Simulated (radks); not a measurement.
Polarisability of neutral rhenium, [Xe] 4f14 5d5 6s2, at imaginary frequency. Method: scalar-relativistic Kohn-Sham, PBE, spin-unpolarised, spherical densities, finite nucleus; Fermi nuclear charge, rms radius 5.3698 fm; computed with a radial shooting solver on a logarithmic mesh with Libxc functionals. Response by self-consistent Sternheimer equations with the Hartree and adiabatic LDA kernel, the relativistic mass of each level held fixed and spin-orbit coupling left out.

w (hartree)  alpha1(iw) (bohr^3)
0.00266                    58.34
0.0143                     58.12
0.0360                     56.93
0.0697                     53.46
0.118                      46.57
0.186                      36.86
0.280                      26.73
0.413                      18.24
0.605                      11.94
0.892                      7.506
1.35                       4.465
2.12                       2.429
3.59                       1.143
6.94                      0.4289
17.5                      0.1036

Static values: alpha1 = 58.35 bohr^3 (8.646 angstrom^3; uncoupled 122.0). C6 = 689.1, triple-dipole C9 = 27950 atomic units. One-pole (London) frequency 4 C6 / (3 alpha1^2) = 0.270 hartree, against 0.197 for minus the highest occupied eigenvalue. Recommended static value: 62 bohr^3 (Schwerdtfeger and Nagle, 2023 table).

Beside tabulated values, note that spin-unpolarised runs miss the spin-polarisation part of the exchange energy of open shells.
